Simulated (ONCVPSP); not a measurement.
## Building the ONCV potential for F (PBEsol, scalar-relativistic).

ONCVPSP 4.0.1 input, shortened (lines: element, Z, core and valence counts, functional; n l f; lmax; l rc ep ncon nbas qcut; lloc lpopt rc5 dvloc0; l nproj debl; icmod fcfact rcfact), PBEsol, scalar-relativistic:

```
  F 9.00    1    2  -116133      upf
    1    0    2.00
    2    0    2.00
    2    1    5.00
    2
    0    0.75    0.00    5    7    9.00
    1    1.50    0.00    4    7    9.40
    2    1.60    0.10    4    7    7.10
    4    2    0.55    2.00
    0    1    3.60
    1    2    3.50
    2    2    2.80
    3    2.75    1.75
```

Results:

- Cutoffs needed: 113 Ha and 160 Ha (the cutoffs (Ha) at which the residual kinetic energy of the hardest occupied pseudo-wave falls to 1 and 0.1 mHa per electron)
- Ghost test: no bound ghost flagged; no localised positive-energy state flagged
- Largest excitation error: +3129 meV (all-electron minus pseudo) for 2s2 2p1, out of 4 test configurations
- rms error of d²Exc/dni dnj: 1.69 mHa without and 1.71 mHa with the model core

Generation and tests took about 3.5 s on one core of a shared server CPU.
